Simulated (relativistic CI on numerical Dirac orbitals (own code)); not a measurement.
Calculated at this level of theory: Dirac-Coulomb-Breit CI, orbitals from a KLI potential per configuration, a model potential for QED, unscaled Slater integrals (own radial code, finite nucleus).

Configuration list (outside the closed core [Ne]): 3s2 3p6 3d5, 3s2 3p5 3d6, 3s2 3p4 3d7, 3s 3p6 3d6, 3p6 3d7, 3s 3p5 3d7, 3s2 3p6 3d4 4s, 3s2 3p6 3d4 4p, 3s2 3p4 3d6 4s, 3s2 3p6 3d4 4d, 3s2 3p4 3d6 4p, 3s2 3p5 3d5 4s, 3s2 3p6 3d4 4f, 3s 3p5 3d6 4s, 3s2 3p5 3d5 4p, 3s 3p5 3d6 4p, 3p6 3d6 4s, 3s2 3p6 3d3 4s2, 3p6 3d6 4p, 3s2 3p6 3d3 4s 4p, 3s2 3p6 3d4 5s, 3p6 3d5 4s2. Levels of other configurations are missing.

At this charge energies of transitions that change n are usually good to better than 1 %, and those within a shell (Δn = 0) to a few per cent.

Outline of the computed level scheme of Tb XLIII. Lowest level of each configuration: 3s2 3p6 3d5 4P_5/2 at 0.000 eV; 3s2 3p5 3d6 6F°_11/2 at 291.845 eV.

Some strong electric-dipole decays among the lowest 45 levels: 3s2 3p5 3d6 4D°_7/2 → 3s2 3p6 3d5 4P_5/2 (4.2e+11 s⁻¹); 3s2 3p5 3d6 4D°_7/2 → 3s2 3p6 3d5 4P_5/2 (6.9e+10 s⁻¹); 3s2 3p5 3d6 6F°_11/2 → 3s2 3p6 3d5 2H_11/2 (3.8e+09 s⁻¹); 3s2 3p5 3d6 6F°_11/2 → 3s2 3p6 3d5 4G_9/2 (3.8e+09 s⁻¹); 3s2 3p5 3d6 4P°_5/2 → 3s2 3p6 3d5 6S_5/2 (3.3e+09 s⁻¹); 3s2 3p5 3d6 6F°_9/2 → 3s2 3p6 3d5 4G_7/2 (3.1e+09 s⁻¹); 3s2 3p5 3d6 4F°_9/2 → 3s2 3p6 3d5 4G_7/2 (2.9e+09 s⁻¹); 3s2 3p5 3d6 4D°_7/2 → 3s2 3p6 3d5 4G_9/2 (2.6e+09 s⁻¹).

LS names give the leading component of a level, which can be under half, so a name can repeat, a term be missing and a line seem to break the LS rules.
